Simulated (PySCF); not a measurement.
SMILES [CH3][Be][C](C)(C)C, singlet, GFN2-xTB optimised geometry.

```
18

Be    -0.63    -0.11     0.00
C     -2.35    -0.13     0.00
H     -2.79    -1.04    -0.42
H     -2.82     0.68    -0.56
H     -2.80    -0.06     0.99
C      1.12    -0.11     0.00
C      1.72     1.31     0.01
C      1.68    -0.84     1.23
C      1.68    -0.82    -1.24
H      2.82     1.26     0.01
H      1.41     1.86     0.90
H      1.41     1.88    -0.86
H      1.38    -0.36     2.15
H      1.34    -1.88     1.26
H      2.78    -0.86     1.20
H      1.35    -1.85    -1.29
H      1.37    -0.32    -2.16
H      2.78    -0.83    -1.22
```

Density from PySCF with CAM-B3LYP/def2-SVP at that geometry.

Minimum of the electron density along straight lines between bonded atoms, close to the bond critical point (lines longer than 1.1 times the sum of covalent radii, or with two minima, are not listed):

| bond | length / Å | ρ at the minimum / e bohr⁻³ | ∇²ρ there / e bohr⁻⁵ | position (fraction from the first atom) |
|---|---|---|---|---|
| Be1–C2 | 1.725 | 0.094 | 0.24 | 0.33 |
| C2–H3 | 1.091 | 0.265 | -0.92 | 0.62 |
| C2–H4 | 1.091 | 0.265 | -0.92 | 0.62 |
| C2–H5 | 1.091 | 0.265 | -0.92 | 0.62 |
| Be1–C6 | 1.749 | 0.095 | (withheld) | 0.33 |
| C6–C7 | 1.539 | 0.238 | -0.53 | 0.49 |
| C6–C8 | 1.540 | 0.237 | -0.53 | 0.49 |
| C6–C9 | 1.540 | 0.237 | -0.53 | 0.49 |
| C7–H10 | 1.093 | 0.273 | -0.99 | 0.62 |
| C7–H11 | 1.089 | 0.276 | -1.01 | 0.62 |
| C7–H12 | 1.089 | 0.276 | -1.01 | 0.62 |
| C8–H13 | 1.089 | 0.276 | -1.01 | 0.62 |
| C8–H14 | 1.089 | 0.276 | -1.01 | 0.62 |
| C9–H16 | 1.089 | 0.276 | -1.01 | 0.62 |
| C9–H17 | 1.089 | 0.276 | -1.01 | 0.62 |

Q: What belongs in the gaps?

A: 
- Be1–C6, ∇²ρ there / e bohr⁻⁵: 0.22
